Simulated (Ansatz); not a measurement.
`[Cl][GeH2][SeH]` + `O[Si](O)(Cl)[SiH2]Cl` → `O[Si](O)(Cl)[GeH2][Cl]` + `Cl[SiH2][SeH]`  (redistribution)

Program: Ansatz. Geometries: PBE0-D4/def2-TZVP. ΔE: electronic, gas phase. CBS: MP2 limit from def2 TZ/QZ plus the TZ coupled-cluster correction, frozen cores. Functionals use def2-TZVPP. B3LYP here is the variant with VWN-RPA as its local correlation; programs differ in this. For Ge, Se outer-core shells are correlated without core-valence functions, which leaves a few kJ/mol of doubt a bond. Scalar relativity is left out up to krypton. Each species was taken in one conformer, which may not be the lowest.

| level | ΔE (kJ/mol) |
| --- | --- |
| ωB97X-V | -19.8 |
| ωB97M-V | -24.4 |
| PBE | -18.6 |
| PBE0 | -19.3 |
| B3LYP | -18.3 |
| SCS-MP2/def2-TZVPP | -21.6 |
| HF/def2-QZVPP | -15.3 |
| MP2/def2-QZVPP | -26.1 |

Question: What does CCSD(T)/CBS give? (Estimate.)

Answer: Ansatz gave: -24.1 kJ/mol. The listed levels differ from it by 4.3, -0.3, 5.5, 4.8, 5.8, 2.5, 8.8, -2.0 kJ/mol.

Largest T1 diagnostic among the species: 0.011.

In def2-TZVPP, CCSD(T) changes the Hartree–Fock value by −5.4 kJ/mol (the triples alone add −0.3 kJ/mol) and MP2 by −8.8 kJ/mol.
